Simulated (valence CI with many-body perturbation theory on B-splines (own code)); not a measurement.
## Questions on Nb¹⁸⁺

Calculated by configuration interaction combined with many-body perturbation theory (CI+MBPT): five valence electrons over a frozen Dirac-Fock core [Ar], radial functions for each j: 7 s, 7 p, 8 d, 6 f, 4 g, 1 h, with the one-electron correlation potential Σ1, the two-electron term Σ2, the three-electron term Σ3, Breit, model QED; selected CI, second order for the rest, scaled by the run's own slope (own B-spline code, finite nucleus).

No measured levels were compared; by estimate terms of the open shell hold to 2 to 4 % of their energy, and close levels can change places. Among the levels kept, up to 530 cm⁻¹ of a level comes from second order outside the variational space, and about a tenth of that is noise between levels of different J, which matters for small intervals. Only levels of the ground parity were solved; by the run's estimate the other parity begins above the list, which can be wrong where configurations are misplaced.

Names give the largest LS component (configuration and term), which can be under half, so a name can repeat, a term be missing and a line seem to break the LS rules; names also repeat where a configuration has a term twice.

Rates and lifetimes use the calculated energies. Strong lines usually hold to 10 to 20 %, long lifetimes can be off by a factor of two.

What is the ground level?

3d5 6S_5/2, composition 95 % 3d5 6S + 5 % 3d5 4P, g = 1.976.

What is the ionisation energy?

757.56 eV; NIST lists 758 ± 3 eV (theoretical).

How well does LS coupling describe the low levels?

Among the lowest 20 levels the leading LS term, summed over configurations, holds 67 % on average. For single configurations the figures are 66 % in LS and 63 % in jj coupling. Terms mix most in the J = 5/2 level at 146710 cm⁻¹, where the leading one holds 31 %.
